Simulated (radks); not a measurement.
Results of a calculation; reference values are marked as such.
Species: the sulfur ion S3+. Configuration: [Ne] 3s2 3p1.

Code: a radial shooting solver on a logarithmic mesh with Libxc functionals. Model: scalar-relativistic Kohn-Sham, LDA (Slater exchange, Perdew-Wang correlation), spin-polarised, spherical densities, point nucleus; open shells are filled with parallel spins first.

Energy parts (eV):
total: -10757.522
kinetic: 10792.074
electron-nucleus: -25160.710
Hartree: 4239.810
exchange-correlation: -628.696

Orbitals (lengths in bohr, moments of r in powers of bohr; <r^-3> diverges for s and p1/2; r(90%) holds 90 % of the orbital's charge):
orbital  occ.  eigenvalue (eV)  r(90%)   <1/r>  <r^-3>    <r^2>
1s up       1        -2440.463   0.174   15.62       -  0.01270
1s down     1        -2440.240   0.174   15.62       -  0.01270
2s up       1        -252.5082   0.752   3.061       -   0.2741
2s down     1        -252.2540   0.752   3.062       -   0.2736
2p up       3        -198.4257   0.736   2.964   81.83   0.2438
2p down     3        -198.1113   0.735   2.965   81.85   0.2433
3s up       1         -52.9204    2.25  0.9138       -    2.629
3s down     1         -51.4746    2.26  0.9118       -    2.650
3p up       1         -41.0238    2.49  0.8205   8.893    3.159
3p down     0         -39.6401    2.52  0.8156   8.796    3.211

The highest occupied level is 3p up at -41.024 eV. For comparison, the ionisation energy in NIST's Atomic Spectra Database is 47.22 eV (semi-empirical). In exact Kohn-Sham theory the highest level is minus the ionisation energy, but local and semilocal functionals leave it too shallow, through self-interaction and a potential that decays too fast; potentials with the right tail come closer.
